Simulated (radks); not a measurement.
Values are calculated unless marked as measured or tabulated.
Question: Radial electron density D(r) = 4 pi r^2 rho(r) of an atom or ion with 44 electrons. Level of theory: scalar-relativistic Kohn-Sham, r2SCAN, spin-polarised, spherical densities, finite nucleus; meta-GGA in the generalised Kohn-Sham scheme; Fermi nuclear charge, rms radius of each element as measured or else 0.836 A^(1/3) + 0.57 fm (a radial shooting solver on a logarithmic mesh with Libxc functionals).

| r (bohr) | D(r) (e/bohr) | spin D(r) |
|---|---|---|
| 0.002781 | 6.714 | -0.0000931 |
| 0.003161 | 8.250 | -0.000114 |
| 0.003621 | 10.22 | -0.000141 |
| 0.004148 | 12.57 | -0.000173 |
| 0.004715 | 15.19 | -0.000209 |
| 0.005402 | 18.42 | -0.000253 |
| 0.006139 | 21.91 | -0.000300 |
| 0.007034 | 26.08 | -0.000356 |
| 0.008059 | 30.67 | -0.000417 |
| 0.009159 | 35.29 | -0.000478 |
| 0.01049 | 40.37 | -0.000545 |
| 0.01202 | 45.39 | -0.000612 |
| 0.01366 | 49.80 | -0.000671 |
| 0.01565 | 53.82 | -0.000729 |
| 0.01793 | 56.83 | -0.000778 |
| 0.02038 | 58.44 | -0.000815 |
| 0.02335 | 58.73 | -0.000840 |
| 0.02676 | 57.59 | -0.000840 |
| 0.03041 | 55.53 | -0.000789 |
| 0.03484 | 52.95 | -0.000605 |
| 0.03991 | 50.88 | -0.000112 |
| 0.04537 | 50.31 | 0.000952 |
| 0.05197 | 51.92 | 0.00334 |
| 0.05955 | 56.03 | 0.00811 |
| 0.06768 | 61.64 | 0.0163 |
| 0.07754 | 68.02 | 0.0312 |
| 0.08812 | 72.58 | 0.0537 |
| 0.101 | 74.02 | 0.0893 |
| 0.1157 | 71.01 | 0.139 |
| 0.1315 | 64.72 | 0.199 |
| 0.1506 | 56.68 | 0.274 |
| 0.1726 | 50.50 | 0.348 |
| 0.1961 | 48.68 | 0.405 |
| 0.2247 | 51.31 | 0.431 |
| 0.2574 | 56.16 | 0.403 |
| 0.2926 | 58.95 | 0.322 |
| 0.3352 | 56.70 | 0.193 |
| 0.384 | 48.39 | 0.0611 |
| 0.4365 | 37.22 | -0.0100 |
| 0.5001 | 25.78 | 0.0313 |
| 0.5729 | 18.21 | 0.234 |
| 0.6512 | 15.53 | 0.559 |
| 0.746 | 15.96 | 1.01 |
| 0.8547 | 17.11 | 1.43 |
| 0.9714 | 16.93 | 1.69 |
| 1.113 | 14.91 | 1.74 |
| 1.265 | 11.87 | 1.60 |
| 1.449 | 8.392 | 1.31 |
| 1.66 | 5.407 | 0.955 |
| 1.887 | 3.315 | 0.638 |
| 2.162 | 1.825 | 0.369 |
| 2.477 | 0.9227 | 0.186 |
| 2.815 | 0.4421 | 0.0853 |
| 3.225 | 0.1787 | 0.0313 |
| 3.695 | 0.06178 | 0.00930 |
| 4.2 | 0.01919 | 0.00234 |
| 4.811 | 0.004494 | 0.000389 |

What is the nuclear charge?

Answer: Z = 46. The innermost maximum, from 1s, lies near gamma/Z bohr with gamma = sqrt(1 - (Z/c)^2) = 0.942, here 0.0205 bohr (found: 0.0224), and its height grows with Z. The density is that of the palladium ion Pd2+ in [Kr] 4d8; the configuration itself is not fixed sharply by these data, and Z only to a few units. D(r) has 4 maxima, at r = 0.0224, 0.0986, 0.297, 0.904 bohr, and minima at 0.0443, 0.193, 0.678 bohr, inside which lie 2.01, 11.10, 29.03 electrons.
